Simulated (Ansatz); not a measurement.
The same molecule with X = Si, Ge, Sn. Ansatz, PBE0-D4/def2-TZVP geometries, multiplicity 1. Each molecule was computed in one conformer, which needn't be the lowest.

Elements past krypton have def2 core potentials. Scalar relativity is left out up to krypton.

```json
{"X": "Ge", "molecule": "`[NH2][Ge][NH2]`", "mean X–N bond length / Å": "1.827", "HOMO–LUMO gap (ωB97M-V/def2-TZVPP) / eV": "10.36", "HOMO energy (PBE0/def2-TZVPP) / eV": "-6.81", "zero-point energy (PBE0-D4/def2-TZVP) / kJ/mol": "133.0"}
{"X": "Sn", "molecule": "`[NH2][Sn][NH2]`", "mean X–N bond length / Å": "2.019", "HOMO–LUMO gap (ωB97M-V/def2-TZVPP) / eV": "9.51", "HOMO energy (PBE0/def2-TZVPP) / eV": "-6.62", "zero-point energy (PBE0-D4/def2-TZVP) / kJ/mol": "128.9"}
```

(1) Give the row for X = Si, `N[Si]N`. (Estimate.)

## Answers

(1) Ansatz gave: 
| X | molecule | mean X–N bond length / Å | HOMO–LUMO gap (ωB97M-V/def2-TZVPP) / eV | HOMO energy (PBE0/def2-TZVPP) / eV | zero-point energy (PBE0-D4/def2-TZVP) / kJ/mol |
| --- | --- | --- | --- | --- | --- |
| Si | `N[Si]N` | 1.716 | 10.16 | -6.34 | 137.3 |

From Si to Sn the mean X–N bond length rises at each step, by 0.303 Å in all; the HOMO–LUMO gap (ωB97M-V/def2-TZVPP) isn't monotonic: highest at Ge, lowest at Sn; the HOMO energy (PBE0/def2-TZVPP) isn't monotonic: highest at Si, lowest at Ge; the zero-point energy (PBE0-D4/def2-TZVP) falls at each step, by 8.4 kJ/mol in all. Bonds lengthen as the atom grows down the group.
